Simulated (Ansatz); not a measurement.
Coupled-cluster diagnostics for the cluster Li2Te, Ansatz.

Geometry of the singlet (PBE-D4/def2-TZVP):

```xyz
3

Li   -1.4648   -1.0786    0.6200
Li    0.9261    0.7888   -1.4879
Te    0.5387    0.2899    0.8678
```

In the def2 sets Te takes a core potential; there is no spin–orbit coupling. Correlated methods freeze 4 core orbitals; core or outer-core shells of Li, Te are correlated, in sets that lack core-valence functions. The structure comes from a short search, and lower isomers may exist.

Geometry of the charge 0 triplet (PBE-D4/def2-TZVP):

```
atom   x (Å)   y (Å)   z (Å)
 Li1   0.671  -1.172  -0.854
 Li2  -0.306   1.453  -0.590
 Te3  -0.365  -0.281   1.444
```

Geometry of the charge 0 quintet (PBE-D4/def2-TZVP):

Cartesian coordinates in Å:
```
Li -0.293 0.451 -3.483
Li 0.305 -0.447 3.483
Te -0.012 -0.004 0.001
```

Question: Estimate the CCSD(T) correlation energy, the shares of MP2 and (T), T1 and the reference's ⟨S²⟩ for: charge 0, singlet, own geometry in def2-TZVPP; charge 0, singlet, own geometry in def2-TZVPD; charge 0, triplet, own geometry in def2-TZVPP; charge 0, quintet, own geometry in def2-TZVPP; charge 1, doublet, vertical in def2-TZVPP; charge -1, doublet, vertical in def2-TZVPD; and the rough time on 4 threads of Arm Neoverse V2 on a shared host.

Answer: 
| state | basis | correlation (eV) | MP2 share (%) | (T) share (%) | T1 | ⟨S²⟩ (pure) | wall time | remarks |
| --- | --- | --- | --- | --- | --- | --- | --- | --- |
| charge 0, singlet, own geometry | def2-TZVPP | -14.640 | 100.5 | 2.3 | 0.008 | 0.00 (0.00) | 1.1 s | – |
| charge 0, singlet, own geometry | def2-TZVPD | -14.601 | 100.5 | 2.2 | 0.008 | 0.00 (0.00) | 1.3 s | – |
| charge 0, triplet, own geometry | def2-TZVPP | -13.857 | 99.7 | 1.8 | 0.011 | 2.01 (2.00) | 3 s | – |
| charge 0, quintet, own geometry | def2-TZVPP | -13.025 | 99.8 | 1.5 | 0.013 | 6.01 (6.00) | 2.9 s | – |
| charge 1, doublet, vertical | def2-TZVPP | -13.689 | 100.0 | 1.7 | 0.007 | 0.76 (0.75) | 2.5 s | – |
| charge -1, doublet, vertical | def2-TZVPD | -14.820 | 100.0 | 2.4 | 0.049 | 0.75 (0.75) | 5.5 s | large T1 |
Customary marks for T1 are 0.02 (closed shells), 0.045 (open shells) and about 0.05 (3d metals). T1 exceeds 0.02 in 1 of 6 rows and 0.045 in 1; the higher it lies, the less the single-reference result can be trusted.
